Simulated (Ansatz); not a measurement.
Ti₃⁺. The state is a sextet with charge 1. Geometry PBE-D4/def2-TZVP; atoms count from 1.

| atom | x (Å) | y (Å) | z (Å) |
| --- | --- | --- | --- |
| Ti1 | 0.9353 | -0.9611 | 0.0684 |
| Ti2 | -0.1187 | 0.8912 | 0.9929 |
| Ti3 | -0.8166 | 0.0700 | -1.0612 |

At PBE0-D4/def2-TZVP a doublet of charge 1 lies 0.07 eV below the sextet, each at its own geometry. The structure comes from a short search, and lower isomers may exist.

Estimate the Mulliken populations from the PBE0/def2-TZVP orbitals of Ansatz.


```
atom  charge (e)  spin (α − β)  d electrons
 Ti1        0.33          1.68         2.81
 Ti2        0.33          1.66         2.81
 Ti3        0.33          1.67         2.81
```
Mulliken values depend strongly on the basis.

Where does the spin sit?

Summed by element: Ti 5.00, of 5 unpaired in all. Largest on single atoms: Ti1 1.68, Ti3 1.67, Ti2 1.66.

And the Mayer bond orders between heavy atoms (over 0.3)?

Ti1–Ti2 1.85 (2.32 Å); Ti1–Ti3 1.84 (2.33 Å); Ti2–Ti3 1.86 (2.32 Å).
